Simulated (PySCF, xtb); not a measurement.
**Isomers of AlHO3Si in order of energy**

4 gas-phase structures of AlHO3Si, found in a search over its isomers (lower ones may exist). Each was relaxed with GFN2-xTB; where two conformers were screened, the lower at r2SCAN-D4/def2-SVP is listed:

A. `O=[Si](O)[O][Al]`, a singlet
B. `O=[Si]1[O][Al]1[OH]`, a singlet
C. a singlet given by its coordinates
D. a singlet given by its coordinates

C (Å):

```xyz
6

Al   -1.9754   -1.1576   -0.6423
O    -2.3721   -1.9517    0.7193
O    -2.2004   -1.3978   -2.3544
O    -1.1346    0.3181   -1.0374
Si   -1.3811    0.0362   -2.6777
H    -2.6016   -2.4123    1.5118
```

Close contacts (Å): Al1–O2 1.63, Al1–O3 1.74, Al1–O4 1.74, Al1–Si5 2.43, O3–Si5 1.68, O4–Si5 1.68, O2–H6 0.94.

D (Å):

```xyz
6

Al   -1.8755    0.0716   -0.3684
O    -2.1103   -3.6492   -1.5539
O    -3.1025   -0.9662   -1.0737
O    -0.7972   -1.3118   -0.4353
Si   -2.0168   -2.2232   -1.0988
H    -1.7870    1.4813    0.0791
```

Close contacts (Å): Al1–O3 1.76, Al1–O4 1.76, Al1–Si5 2.41, O2–Si5 1.50, O3–Si5 1.66, O4–Si5 1.66, Al1–H6 1.48.

Problem. Make a reasoned guess at their ranking by r2SCAN-D4/def2-SVP single-point energy.

Solution. Calculated order at r2SCAN-D4/def2-SVP: C (0.0), D (20.6), A (31.5), B (51.2) kcal/mol.

Energies above the lowest of each column, in kcal/mol; the last columns are at B3LYP-D3(BJ)/def2-SVP geometries and were run for some of them only (a dash: not run or not comparable):

```tsv
structure	GFN2-xTB	HF/STO-3G	r2SCAN-D4/def2-SVP	B3LYP-D3(BJ)/def2-SVP	CCSD(T)/def2-SVP + ΔMP2/def2-TZVPP
C	7.4	0.0	0.0	0.0	0.0
D	0.0	35.3	20.6	23.0	17.5
A	21.0	68.5	31.5	26.1	24.2
B	25.9	135.1	51.2	–	–
```

CCSD(T)/def2-SVP + ΔMP2/def2-TZVPP puts C lowest of those it was run on; GFN2-xTB picks D. Flexible structures stand in one conformer each, not always the lowest. Frequencies (GFN2-xTB) were run for A, C, D alone. The ΔMP2 step shifts differences by up to 5.4 kcal/mol, which makes them less sure. ΔMP2 is the change of the MP2 energy from the smaller to the larger basis.

Over these structures GFN2-xTB departs from r2SCAN-D4/def2-SVP by 10.7 kcal/mol on average once a common shift is removed. A GFN2-xTB relaxation took about 0.12 s and the r2SCAN-D4/def2-SVP energy about 7.4 s on a shared host (PySCF 2.14.0, xtb 6.7.1).
